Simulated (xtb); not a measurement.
Al(Me)2(F) (C2H6AlF), SMILES [CH3][Al]([CH3])[F]. All values are semi-empirical tight-binding results from xtb (GFN2-xTB unless named), good for trends rather than for accurate numbers. Geometry optimised at GFN2-xTB. The isomer is the one that the SMILES or the coordinates give; other isomers of the formula were not compared.

Optimised geometry:

```xyz
10

Al    -0.0194     0.0154    -0.0187
C      1.7938    -0.2388    -0.7959
H      2.1898    -1.2433    -0.6317
H      2.5287     0.4536    -0.3770
H      1.7727    -0.0638    -1.8762
C     -0.7344    -0.5438     1.7507
H     -1.3129    -1.4698     1.6820
H     -1.4158     0.2144     2.1491
H      0.0455    -0.7135     2.4952
F     -1.1014     0.8131    -0.9920
```

A frequency run showed that this geometry is not a minimum.

For metal compounds this method's bond lengths and energies can be far off.

The orbital gap is 4.30 eV.

Computed atomic charges and the Wiberg bond orders between heavy atoms:
charges (e) Al1 0.35, C2 -0.21, H3 0.05, H4 0.05, H5 0.07, C6 -0.21, H7 0.06, H8 0.07, H9 0.05, F10 -0.28. Bond orders Al1–C2 1.03, Al1–C6 1.03, Al1–F10 1.21.
